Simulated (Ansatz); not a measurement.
C6H6N (SMILES Nc1[c]cccc1), doublet, at a GFN2-xTB geometry, atoms displaced at random by about 0.03 Å a coordinate; PBE0/STO-3G, gradient run with Ansatz (a quantum-chemistry and plane-wave program).

Here is a job for Ansatz.
Ansatz 0.2 input:
```yaml
crystal:
  periodic: [false, false, false]
  atoms:
    - {symbol: N, position_ang: [2.31174155, -0.05836526, -0.41159063]}
    - {symbol: C, position_ang: [0.97085842, -0.05311233, -0.20172766]}
    - {symbol: C, position_ang: [0.11113306, -1.21074803, -0.18066138]}
    - {symbol: C, position_ang: [-1.17120043, -1.26359070, 0.02598335]}
    - {symbol: C, position_ang: [-1.85090405, -0.07023813, 0.32464328]}
    - {symbol: C, position_ang: [-1.07640956, 1.19544261, 0.31284109]}
    - {symbol: C, position_ang: [0.28155017, 1.12724017, 0.06204148]}
    - {symbol: H, position_ang: [2.75014498, -1.04409878, -0.32288775]}
    - {symbol: H, position_ang: [2.81089947, 0.67868781, -0.14797767]}
    - {symbol: H, position_ang: [-1.76080851, -2.12222817, -0.01060071]}
    - {symbol: H, position_ang: [-2.90220168, 0.02938934, 0.47513511]}
    - {symbol: H, position_ang: [-1.54771700, 2.13750613, 0.52290479]}
    - {symbol: H, position_ang: [0.86244123, 2.07638576, 0.13484117]}
basis:
  gaussian:
    orbitals: STO-3G
hamiltonian:
  xc: pbe0
magnetization: {spin_polarized: true, initial_magnetization: 1}
output: {forces: true}
```

**Question.** Write the output that Ansatz gives for this input, abridged.

**Answer.** 
```
Functional definition: PBE0
580 factors; integrals over basis functions are off by at most 3.7e-5 eV
mean field evaluation 1: about -7699.9994 eV, gradient 9.8e0 eV
mean field evaluation 2: about -7700.2513 eV, gradient 9.7e0 eV
mean field evaluation 4: about -7700.7931 eV, gradient 1.5e0 eV
mean field evaluation 8: about -7700.7230 eV, gradient 1.2e-1 eV
mean field evaluation 16: about -7700.7240 eV, gradient 9.7e-4 eV
mean field -7700.72396069 eV, -282.9963858171 hartree, gradient 2.9e-5 eV, S^2 0.767203; 0 other end points of the search recorded, 0 dependent functions left out
the calculation of the forces begins
reference -7700.72398046 eV, -282.9963865437 hartree; 25, 24 occupied and 16, 17 virtual orbitals, 580 factors
Total energy: -7700.72398046 eV, -282.9963865437 hartree
Atom 0 at     2.311742    -0.058365    -0.411591 Å, force    -0.991054    -8.911866    -2.643146 eV/Å
Atom 1 at     0.970858    -0.053112    -0.201728 Å, force    -3.667054    -1.399650     0.736464 eV/Å
Atom 2 at     0.111133    -1.210748    -0.180661 Å, force     6.580414     0.398346    -1.274793 eV/Å
Atom 3 at    -1.171200    -1.263591     0.025983 Å, force    -4.011843     2.210635     1.088028 eV/Å
Atom 4 at    -1.850904    -0.070238     0.324643 Å, force     2.546155     4.236598    -0.385945 eV/Å
Atom 5 at    -1.076410     1.195443     0.312841 Å, force    -1.780879    -4.463827    -0.018157 eV/Å
Atom 6 at     0.281550     1.127240     0.062041 Å, force     0.690357     2.545087     0.379524 eV/Å
Atom 7 at     2.750145    -1.044099    -0.322888 Å, force    -0.408917     2.360857    -0.180181 eV/Å
Atom 8 at     2.810899     0.678688    -0.147978 Å, force     4.158599     5.804962     2.218682 eV/Å
Atom 9 at    -1.760809    -2.122228    -0.010601 Å, force    -1.095114    -2.448123    -0.115664 eV/Å
Atom 10 at    -2.902202     0.029389     0.475135 Å, force    -1.286230    -0.420292     0.242327 eV/Å
Atom 11 at    -1.547717     2.137506     0.522905 Å, force    -0.478410     0.739936     0.178782 eV/Å
Atom 12 at     0.862441     2.076386     0.134841 Å, force    -0.256026    -0.652662    -0.225922 eV/Å
Dipole moment:     0.395323     0.023060     0.123878 e Å
```
